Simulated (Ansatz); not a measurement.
Relaxed structures of SiH$_{3}$SeO (charge -1), closed shell (PBE0-D4/def2-TZVPD; forces vanish, vibrations not checked; lower isomers may exist, and structures with a doubtful reference or unclear bonds are left out; Å). Computed with Ansatz 0.2.0 (basis: def2-TZVPPD); correlated methods freeze the cores. Filled d shells of the heavier atoms are correlated. The def2 sets are not built for correlating such inner shells, so the correlated values are less sure here.

Q: Rank them by CCSD(T) energy, lowest first, and give each one's height above the lowest. Links in brackets join atoms within 1.22 times the sum of their covalent radii (1.1 for two metals). (To be estimated.)
A.
SiH₃SeO ([O][SeH][SiH2]), total charge -1
```
6
angstrom
O 1.3223 1.5132 2.1782
Si -0.4309 -0.0501 -0.4508
Se 0.6300 0.0531 1.7182
H 0.4962 0.9680 -1.1115
H -1.4932 0.9661 -0.0294
H 1.7869 -0.7544 1.1879
```
B.
SiH₃SeO ([O][SiH2][SeH]), total charge -1
```
6
angstrom
O -1.2087 -1.3829 -0.4595
Si -0.5490 0.0179 -0.3738
Se 0.9863 0.3858 1.4249
H 0.2928 0.4546 -1.5512
H -1.4110 1.2247 -0.0611
H 1.8896 -0.7000 1.0207
```
C.
SiH₃SeO ([O][SeH2][SiH]), total charge -1
```
6
angstrom
O -1.2185 -1.4206 -0.6014
Si 0.9789 0.4598 1.5341
Se -0.3902 -0.0328 -0.2046
H -0.0641 0.3184 -1.6855
H -1.3344 1.1354 -0.1227
H 1.8687 -0.7083 1.0769
```
D.
SiH₃SeO ([OH][SiH2][Se]), total charge -1
```
6
angstrom
O 0.9632 0.3903 0.8635
Si -0.2850 0.2253 -0.2609
Se -1.1108 -1.7967 -0.2863
H 0.3141 0.6978 -1.5600
H -1.2581 1.3193 0.0942
H 1.0697 -0.4671 1.2868
```

A: By the calculation: D (0.00 kcal/mol), B (22.64 kcal/mol), A (107.08 kcal/mol), C (167.25 kcal/mol). Heights count from the lowest.

The T1 diagnostic stays at or below 0.021. The restricted Hartree–Fock reference is unstable towards an unrestricted one at one or more of these structures.

For scale, one of the runs: CCSD(T)/def2-TZVPPD, 196 basis functions, launched by `ansatz run in.yaml --threads 2 --pin off --events-out ev --progress --plain --max-ram 4352MiB`. Time: 2.2 min of wall clock on 2 CPU threads of an Arm Neoverse V1; the host was shared. Peak host memory: 2.2 GiB.
